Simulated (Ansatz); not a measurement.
CH₃O, charge +1, singlet, at a GFN2-xTB geometry; MP2/6-31G (Ansatz, a first-principles code).

Here is a job for Ansatz.
Ansatz 0.2 input:
```yaml
crystal:
  periodic: [false, false, false]
  atoms:
    - {symbol: O, position_ang: [-0.10364914, -0.12932954, 0.58989088]}
    - {symbol: C, position_ang: [0.11172867, 0.04016533, -0.60083038]}
    - {symbol: H, position_ang: [0.14193939, 1.01608503, -1.10404748]}
    - {symbol: H, position_ang: [0.28838394, -0.85776849, -1.21133073]}
    - {symbol: H, position_ang: [-0.27150229, 0.63532785, 1.20123344]}
basis:
  gaussian:
    orbitals: 6-31G
total_charge: 1
magnetization: {spin_polarized: false}
correlation: {method: mp2}
```

It wrote (shortened):

```
Functional definition: HF
298 factors; integrals over basis functions are off by at most 2.8e-4 eV
mean field evaluation 1: about -3101.0515 eV, gradient 4.5e1 eV
mean field evaluation 2: about -3101.0585 eV, gradient 4.5e1 eV
mean field evaluation 4: about -3104.6200 eV, gradient 1.9e0 eV
mean field evaluation 8: about -3104.6336 eV, gradient 2.5e-5 eV
mean field -3104.63356728 eV, -114.0931792012 hartree, gradient 2.4e-6 eV, S^2 0.000000; 0 other end points of the search recorded, 0 dependent functions left out
2 core orbitals not correlated
reference -3104.63356728 eV, -114.0931792012 hartree; 6, 6 occupied and 16, 16 virtual orbitals, 298 factors
second order -5.52502281 eV of doubles, -0.00000000 eV of singles
Total energy: -3110.15859009 eV, -114.2962200445 hartree
```
